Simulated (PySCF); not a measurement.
Gas-phase equilibrium of 1 mol NaCl, 7.4 mol H₂O at 2500 K and 0.00100 bar, among 21 species (ClO, O₂, HCl, O, HO₂, H₂O, H, HOCl, Na, H₂O₂, O₃, Na₂, H₂, Na₂(OH)₂, NaCl, NaOH, Cl, Cl₂, Na₂O, Na₂Cl₂, OH). Only gases are allowed; each row takes one source of thermochemistry for all species, and Cantera finds the minimum.

Computed with PySCF and rigid-rotor harmonic-oscillator thermochemistry at 1 bar. 'Table' is the NASA 1993 thermochemical table (part measured, part estimated). † marks an energy on the PBE0/def2-TZVP geometry and frequencies; other levels use their own. Open shells (unrestricted) among the columns below: O₂ (multiplicity 3), O (multiplicity 3, electronic degeneracy 9), H (multiplicity 2), Na (multiplicity 2), Cl (multiplicity 2, electronic degeneracy 6), OH (multiplicity 2, electronic degeneracy 4); the rest are closed-shell singlets. Spin-orbit splitting is ignored; it lowers the true energy and changes the entropy of O, Cl, OH. B3LYP is the form with VWN-RPA correlation. The harmonic model lacks anharmonicity and excited electronic states, which grow with temperature; levels with a mode under 35 cm⁻¹ are left out. The table's entry may be an old estimate for OH (not checked at source).

Molecules larger than those listed are left out. Table species left out: NaH, NaO.

With table thermochemistry: H 0.29, H₂O 0.18, H₂ 0.13, O₂ 0.066, O 0.12, OH 0.082, Na 0.061, HCl 0.024, Cl 0.037, NaCl 0.0078.

How far does the composition move with the other sources (B3LYP/def2-TZVP†, PBE0/def2-TZVP, r2SCAN/def2-TZVP†, LDA/def2-TZVP†)?


```
thermochemistry     x H  x H₂O  x H₂   x O₂      x O    x OH   x Na  x HCl   x Cl  x NaCl
-----------------  ----  -----  ----  -----  -------  ------  -----  -----  -----  ------
table              0.29   0.18  0.13  0.066     0.12   0.082  0.061  0.024  0.037  0.0078
B3LYP/def2-TZVP†   0.34  0.069  0.18  0.098     0.12   0.083  0.060  0.017  0.044  0.0022
PBE0/def2-TZVP     0.46  0.057  0.10   0.10     0.11   0.065  0.056  0.019  0.037  0.0021
r2SCAN/def2-TZVP†  0.40  0.054  0.15   0.13    0.072   0.069  0.057  0.021  0.036  0.0043
LDA/def2-TZVP†     0.23   0.29  0.16   0.15  0.00082  0.0100  0.075  0.064  0.011  0.0065
```
The most sensitive of these is O: it spans a factor of 10^2.2 over these rows; at this temperature one factor of ten is RT ln 10 = 48 kJ/mol.
